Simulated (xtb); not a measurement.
Cl3Ga, triplet, at a GFN2-xTB geometry (such geometries of metal compounds can be far from the true shape) (a higher spin typed on purpose: for a closed-shell molecule this is an excited state); GFN2-xTB with ALPB(thf) (xtb).

xtb was given this input:
```
$ xtb mol.xyz --gfn 2 --uhf 2 --alpb thf --json

# file mol.xyz
4

Ga    -0.45767992     0.06399269     0.53548351
Cl    -1.71403785    -1.30659704    -0.58862602
Cl     0.69151346     1.64016877    -0.81695315
Cl     1.85711718    -0.45026428     0.42910924
```

Task: Predict the main parts of the log of this xtb run.

Result: 
```
   ID    Z sym.   atoms
    1   31 Ga     1
    2   17 Cl     2-4

           -------------------------------------------------
          |                Calculation Setup                |
           -------------------------------------------------

           -------------------------------------------------
          |                 G F N 2 - x T B                 |
           -------------------------------------------------

      * Solvation model:               ALPB
        Solvent                        thf
        Parameter file                 internal GFN2-xTB/ALPB
        Dielectric constant                7.6000E+00
        Reference state                gsolv [1 M gas/solution]
        Free energy shift                  5.3248E-03 Eh       3.3414E+00 kcal/mol
        Temperature                        2.9815E+02 K
        Density                            8.8300E-01 kg/L
        Solvent mass                       7.2106E+01 g/mol
        Interaction kernel             P16
        Born radius scaling (c1)           1.7311E+00
        Born radii integrator          GBOBC
        Born offset                        0.0000E+00 a0       0.0000E+00 AA
        H-bond correction              true
        Ion screening                  false
        Surface tension                    1.0000E-05 Eh       1.5569E+01 dyn/cm
        Grid points                               230 per atom

          ...................................................
          :                      SETUP                      :
          :.................................................:
          :  # basis functions                  40          :
          :  # atomic orbitals                  36          :
          :  # shells                           12          :
          :  # electrons                        24          :
          :  max. iterations                   250          :
          :  Hamiltonian                  GFN2-xTB          :
          :  restarted?                      false          :
          :  GBSA solvation                   true          :
          :  PC potential                    false          :
          :  electronic temp.          300.0000000     K    :
          :  accuracy                    1.0000000          :
          :  -> integral cutoff          0.2500000E+02      :
          :  -> integral neglect         0.1000000E-07      :
          :  -> SCF convergence          0.1000000E-05 Eh   :
          :  -> wf. convergence          0.1000000E-03 e    :
          :  Broyden damping             0.4000000          :
          :  net charge                          0          :
          :  unpaired electrons                  2          :
          ...................................................

 iter      E             dE          RMSdq      gap      omega  full diag
   1    -14.9343445 -0.149343E+02  0.101E+01    6.17       0.0  T
   2    -14.9356394 -0.129494E-02  0.621E+00    6.20       1.0  T
   3    -14.9356777 -0.383128E-04  0.875E-01    6.21       1.0  T
   4    -14.9359240 -0.246291E-03  0.277E-01    6.22       1.0  T
   5    -14.9359419 -0.178485E-04  0.160E-01    6.22       1.0  T
   6    -14.9359521 -0.102009E-04  0.732E-02    6.21       1.0  T
   7    -14.9359584 -0.632897E-05  0.368E-02    6.21       1.4  T
   8    -14.9359598 -0.143214E-05  0.183E-02    6.21       2.7  T
   9    -14.9359602 -0.355049E-06  0.106E-02    6.21       4.7  T
  10    -14.9359603 -0.109506E-06  0.102E-02    6.21       4.9  T
  11    -14.9359604 -0.944264E-07  0.155E-03    6.21      32.3  T
  12    -14.9359604 -0.183147E-08  0.223E-04    6.21     224.3  T
  13    -14.9359604 -0.273008E-10  0.143E-04    6.21     349.0  T

   *** convergence criteria satisfied after 13 iterations ***

 transition dipole moment (au) for excitation:          12          13
     X       Y       Z
  -0.1240   0.2224  -0.1326  total (au/Debye):    0.287   0.730
 dE (eV)             :    1.446
[...]
         :: total energy             -14.933132734855 Eh    ::
[...]
         1        2.0000           -1.0866054             -29.5680
         2        2.0000           -1.0830989             -29.4726
         3        2.0000           -1.0689753             -29.0883
         4        2.0000           -0.5609682             -15.2647
         5        2.0000           -0.4974224             -13.5356
         6        2.0000           -0.4797648             -13.0551
         7        2.0000           -0.4712642             -12.8238
         8        2.0000           -0.4707210             -12.8090
         9        2.0000           -0.4638108             -12.6209
        10        2.0000           -0.4521774             -12.3044
        11        2.0000           -0.4515985             -12.2886
        12        1.0001           -0.4326429             -11.7728
        13        1.0000           -0.3794911             -10.3265 (HOMO)
        14                         -0.1511103              -4.1119 (LUMO)
        15                         -0.0883112              -2.4031
        16                         -0.0796595              -2.1676
        17                         -0.0206713              -0.5625
        18                         -0.0176877              -0.4813
        19                         -0.0173647              -0.4725
        20                         -0.0164363              -0.4473
        21                         -0.0158577              -0.4315
        22                         -0.0152864              -0.4160
        23                         -0.0131651              -0.3582
        24                         -0.0115846              -0.3152
       ...                                ...                  ...
        36                          1.2050314              32.7906
      -------------------------------------------------------------
                  HL-Gap            0.2283808 Eh            6.2146 eV
             Fermi-level           -0.3536076 Eh           -9.6222 eV

     #   Z          covCN         q      C6AA      α(0)
     1  31 Ga       2.302     0.135   215.311    32.906
     2  17 Cl       0.789    -0.112   102.498    15.487
     3  17 Cl       1.156    -0.012    99.578    15.267
     4  17 Cl       1.156    -0.012    99.578    15.267

 Mol. C6AA /au·bohr⁶  :       1957.392658
 Mol. C8AA /au·bohr⁸  :     119296.155458
 Mol. α(0) /au        :         78.927257

Wiberg/Mayer (AO) data.
largest (>0.10) Wiberg bond orders for each atom

 ---------------------------------------------------------------------------
     #   Z sym  total        # sym  WBO       # sym  WBO       # sym  WBO
 ---------------------------------------------------------------------------
     1  31 Ga   2.734 --     2 Cl   1.221     4 Cl   0.756     3 Cl   0.756
     2  17 Cl   1.385 --     1 Ga   1.221
     3  17 Cl   1.306 --     1 Ga   0.756     4 Cl   0.468
     4  17 Cl   1.306 --     1 Ga   0.756     3 Cl   0.468
 ---------------------------------------------------------------------------

Topologies differ in total number of bonds
Writing topology from bond orders to xtbtopo.mol

molecular dipole:
                 x           y           z       tot (Debye)
 q only:        0.189       0.266       0.269
   full:       -0.063       0.216       0.421       1.214
molecular quadrupole (traceless):
                xx          xy          yy          xz          yz          zz
 q only:       -0.817      -1.380      -0.165      -0.795      -0.340       0.981
  q+dip:       -1.291      -1.570      -0.404      -1.091       0.189       1.696
   full:       -2.416      -3.199       0.225      -0.892      -0.602       2.191

           -------------------------------------------------
          | TOTAL ENERGY              -14.933132734855 Eh   |
          | GRADIENT NORM               0.001891811311 Eh/α |
          | HOMO-LUMO GAP               6.214558807509 eV   |
           -------------------------------------------------

normal termination of xtb
```
